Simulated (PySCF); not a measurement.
**The third ionisation energy along the 4d series**

All values are computed (PySCF 2.14, energy differences of UHF-based or UKS calculations, no spin-orbit coupling). Values in eV. The last column holds reference values (NIST; (s) semi-empirical, (t) theoretical, else measured). Unmarked ones compare directly (S terms, centres of terms, or small fine structure); those marked * lie between the lowest fine-structure levels and include a spin-orbit shift.

| element | configurations | LDA | PBE | MP2 (valence) | SCS-MP2 (valence) | SCS-MP2 (valence and next inner shell) | CCSD (valence) | reference |
| --- | --- | --- | --- | --- | --- | --- | --- | --- |
| Zr (def2-QZVPPD with the def2 core potential (28 electrons), ECP) | [Kr] 4d2 → [Kr] 4d1 | 23.328 | 23.355 | 22.513 | 22.445 | 22.801 | 22.546 | 23.170 (s) * |
| Nb (def2-QZVPPD with the def2 core potential (28 electrons), ECP) | [Kr] 4d3 → [Kr] 4d2 | 25.494 | 25.400 | 24.559 | 24.340 | 24.796 | 24.624 | 25.04 (s) * |
| Mo (def2-QZVPPD with the def2 core potential (28 electrons), ECP) | [Kr] 4d4 → [Kr] 4d3 | 27.546 | 27.328 | 26.635 | 26.265 | 26.764 | 26.697 | 27.13 ± 0.12 (s) * |
| Tc (def2-QZVPPD with the def2 core potential (28 electrons), ECP) | [Kr] 4d5 → [Kr] 4d4 | 30.111 | 29.930 | 29.541 | 29.099 | 29.487 | 29.574 | 29.55 (s) * |
| Ru (def2-QZVPPD with the def2 core potential (28 electrons), ECP) | [Kr] 4d6 → [Kr] 4d5 | 28.766 | 28.622 | 27.851 | 28.118 | 27.896 | 27.838 | 28.47 (s) * |
| Rh (def2-QZVPPD with the def2 core potential (28 electrons), ECP) | [Kr] 4d7 → [Kr] 4d6 | 31.354 | 31.205 | 30.788 | 30.970 | 30.674 | 30.712 | 31.06 (s) * |
| Pd (def2-QZVPPD with the def2 core potential (28 electrons), ECP) | [Kr] 4d8 → [Kr] 4d7 | 33.442 | 33.145 | 32.843 | 32.871 | 32.677 | 32.665 | 32.93 (s) * |
| Ag (def2-QZVPPD with the def2 core potential (28 electrons), ECP) | [Kr] 4d9 → [Kr] 4d8 | 35.451 | 34.985 | 34.937 | 34.803 | 34.673 | 34.651 | 34.8 ± 0.3 (s) * |
| Cd (def2-QZVPPD with the def2 core potential (28 electrons), ECP) | [Kr] 4d10 → [Kr] 4d9 | 38.055 | 37.639 | 37.969 | 37.746 | 37.538 | 37.609 | 37.468 ± 0.006 * |

"Valence" correlates the outer s and p shells and, in groups 3 to 12 and the f block, the outer d or f shell, open or full, or the next shell where the ion has no valence electron left; the wider scheme adds the next inner shell.
